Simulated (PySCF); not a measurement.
**Ionisation energy of Sb¹⁷⁺ by level of theory**

Sb¹⁷⁺ [Ar] 3d10 4s2 4p4 (3P) → Sb¹⁸⁺ [Ar] 3d10 4s2 4p3 (4S), as a difference of total energies. All numbers are calculated (PySCF 2.14, the spin-free X2C one-electron Hamiltonian (Gaussian nucleus), in an uncontracted even-tempered set (20 s from 0.68 bohr⁻², ratio 2.5; 14 p from 0.88 bohr⁻², ratio 2.5; 9 d from 1.6 bohr⁻², ratio 2.5; 5 f from 7.1 bohr⁻², ratio 2.7; 4 g from 11 bohr⁻², ratio 2.7)). The calculations carry no spin-orbit coupling.

```csv
method,ionisation energy (eV)
UHF,478.82
BHandHLYP,480.56
r2SCAN0,480.73
```

Spin-orbit coupling is strong in these open shells (close to jj coupling). The scalar numbers leave it out and a first-order estimate fails, so it can dominate the gap to the real levels.

Breit and QED terms and the two-electron picture change are absent.

For comparison: 479 ± 3 eV (theoretical estimate listed by NIST; NIST Atomic Spectra Database, ionization energies).
